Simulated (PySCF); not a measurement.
Can point charges reproduce the dipole moment of W(CH)Cl3, `[CH]#[W]([Cl])([Cl])[Cl]`?

Coordinates (PBE0-D3(BJ)/def2-SVP, Å) and charges (e) from the PBE0/pcSseg-1 (def2-TZVP on W) density (PySCF):

```
atom       x       y       z  Mulliken  ESP-fitted
  W1  -0.041  -0.001  -0.489   +0.7359     +0.6072
  C2   0.110   0.004   1.237   -0.1485     -0.5297
  H3   0.207   0.007   2.326   +0.1327     +0.3059
 Cl4   2.109  -0.005  -1.214   -0.2407     -0.1277
 Cl5  -1.192   1.902  -0.936   -0.2398     -0.1280
 Cl6  -1.192  -1.907  -0.923   -0.2396     -0.1277
```

Form Σ q r in debye for every column and set it beside the full dipole.

The full density gives (0.07, 0.00, 0.70) D, 0.70 D in size; dipole vectors point from the negative to the positive end.

| scheme | μx | μy | μz | size (D) | share of the full size (%) | angle to the full dipole (°) |
| --- | --- | --- | --- | --- | --- | --- |
| Mulliken | 0.21 | 0.01 | 2.41 | 2.42 | 346 | 0 |
| ESP-fitted | 0.07 | 0.00 | 0.73 | 0.73 | 104 | 0 |

Which set comes closest?

Length of the difference vector: ESP-fitted 0.03 D, Mulliken 1.72 D. Closest: ESP-fitted. ESP charges are fitted to the potential around the molecule, whose slowest-falling term is the dipole's. 

With the origin at the mean of the coordinates, (0.000, 0.000, 0.000) Å, which are the largest single terms, by size, of the ESP-fitted dipole along the direction of the full one?

H3 +3.43, C2 -3.16, W1 -1.43, Cl5 +0.64, Cl6 +0.63 D; all 6 atoms together +0.73 D. The single terms depend on the origin, their sum doesn't.

Give the size of the full dipole in other units.

0.70 D = 0.276 au = 0.146 e·Å = 2.34 × 10⁻³⁰ C·m.

Isolated species at its PBE0-D3(BJ)/def2-SVP geometry, gas phase. Atoms past krypton carry effective core potentials; spin–orbit coupling is left out.
